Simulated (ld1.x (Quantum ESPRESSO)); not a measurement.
**Sn, RRKJ: configuration errors across variants**

* Element: tin (Sn)
* Generator: ld1.x (Quantum ESPRESSO) 7.5
* Type: norm-conserving RRKJ (Kleinman–Bylander form)
* Functional: LDA (PZ)
* Relativity: scalar-relativistic
* Frozen core: [Kr]
* Valence charge: 14
* Reference configuration: 4d10 5s2 5p2
* Partial waves: 5s (bound): rc 2.00 bohr; 4d (bound): rc 1.25 bohr; 4f channel at 0.25 Ry: rc 2.70 bohr; 5p (bound): rc 2.65 bohr
* Local potential: the p channel
* Core correction: a·sin(br)/r model core, default radius (core density twice the valence density)
* rho0: 0.01

All-electron excitation energies from the reference (eV): (1) 4d10 5s2 5p1 7.098; (2) 4d10 5s2 5p0 21.362; (3) 4d10 5s1 5p0 52.813; (4) 4d10 5s0 5p0 94.372; (5) 4d9 5s2 5p2 32.767; (6) 4d10 5s2 5p2.3 -0.899; (7) 4d10 5s1 5p2 14.833; (8) 4d10 5s2 5p2 spin -0.475; (9) 4d10 5s2 5p1 spin 6.945.

Spin tests fill each open shell by Hund’s rule, majority spin first.

3 further variants failed, have other tests or too few solved ones, and are left out.

Errors AE − PS in meV (a dash: test not solved or not reliable):

```csv
change,(1),(2),(3),(4),(5),(6),(7),(8),(9),bound ghosts
base,-0.6,-2.2,-12,-92,-286,+0.4,+1.7,+1.8,-0.2,none
wave 5s (bound): rc 2.00 bohr becomes 5s (bound): rc 1.98 bohr,-0.6,-2.2,-12,-92,-286,+0.4,+1.7,+1.8,-0.2,none
wave 5s (bound): rc 2.00 bohr becomes 5s (bound): rc 2.18 bohr,-0.6,-2.0,-9.5,-88,-276,+0.4,+2.2,+1.8,-0.1,none
wave 5s (bound): rc 2.00 bohr becomes 5s (bound): rc 2.40 bohr,-0.4,-1.2,-7.5,-97,-259,+0.3,+1.7,+2.0,+0.1,none
wave 5s (bound): rc 2.00 bohr becomes 5s (bound): rc 2.60 bohr,-0.2,+1.2,-9.0,-141,-233,+0.3,-2.0,+2.3,+0.4,none
wave 5s (bound): rc 2.00 bohr becomes 5s (bound): rc 2.82 bohr,+0.2,+4.2,-15,-200,-212,+0.4,-7.2,+2.8,+1.1,none
```

(1) Give the same row for: wave 5s (bound): rc 2.00 bohr becomes 5s (bound): rc 2.94 bohr.

Results:

(1) +0.4, +6.7, -21, -249, -200, +0.3, -12, +3.1, +1.5; bound ghosts: none.
